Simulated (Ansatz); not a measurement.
Z-matrix (Å, degrees):
```
W
F 1 1.847
F 1 1.866 2 152.6
S 1 2.101 2 104.6 3 -179.1
O 1 1.870 2 86.5 3 73.2
F 1 1.855 2 86.9 3 -71.4
H 5 0.961 1 124.7 2 -170.8
```

The species carries charge 0 and has multiplicity 1. W: def2 effective core potential.

List the PBE/def2-TZVPP orbital energies in eV (Ansatz 0.2.0). (Estimate.)

The calculation gave: Occupied: -2396.38, -660.63, -660.49, -660.41, -511.63, -209.35, -155.41, -155.40, -155.38, -80.85, -45.38, -45.27, -44.94, -29.83, -29.40, -29.04, -25.66, -17.59, -14.13, -12.88, -12.32, -12.09, -11.86, -11.22, -10.71, -10.59, -10.49, -9.96, -9.56, -9.15, -8.90, -7.66, -7.48. Lowest empty: -4.23, -3.53, -3.14, -2.23, -0.68, 0.26, 0.97, 2.08.
